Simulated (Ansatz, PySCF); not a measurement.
Dimer: GeH4 (SMILES [GeH4]) (first 5 atoms) with C2H6O (SMILES COC); geometry from B3LYP-D3(BJ)/def2-TZVP, rigid monomers moved along the line of their centres of mass till Ge1···O7 is 2.83 Å.
(charge 0, multiplicity 1):
```xyz
14

Ge     0.275     0.005     0.668
H     -0.190    -1.429     0.947
H     -0.719     1.011     1.266
H      0.320     0.222    -0.858
H      1.678     0.243     1.239
C      0.536     0.893     4.032
O      0.150    -0.347     3.478
C     -1.195    -0.670     3.759
H      0.445     0.885     5.125
H     -0.075     1.714     3.636
H      1.577     1.060     3.760
H     -1.367    -0.751     4.839
H     -1.403    -1.630     3.290
H     -1.880     0.084     3.351
```

Counterpoise-corrected where a basis set is named; no monomer relaxation.

Frozen-core correlation. Filled d and f shells under p-block atoms count as core.

Run with Ansatz (a program for electronic structure); PySCF for the dispersion terms. Values without a source in brackets are computed.

PBE/def2-TZVPPD gives 2.3 kJ/mol for the interaction energy.

**Question.** Predict the shift from PBE, with its sign, for: PBE-D3(BJ)/def2-TZVPPD, r2SCAN/def2-TZVPPD, B3LYP/def2-TZVPPD, wB97M-V/def2-TZVPPD, MP2/aug-cc-pVDZ.

**Answer.** PBE-D3(BJ)/def2-TZVPPD -9.1; r2SCAN/def2-TZVPPD -7.0; B3LYP/def2-TZVPPD 5.9; wB97M-V/def2-TZVPPD -12.1; MP2/aug-cc-pVDZ -8.4 kJ/mol. 1 of 5 lie above PBE; the widest gap is to wB97M-V/def2-TZVPPD.
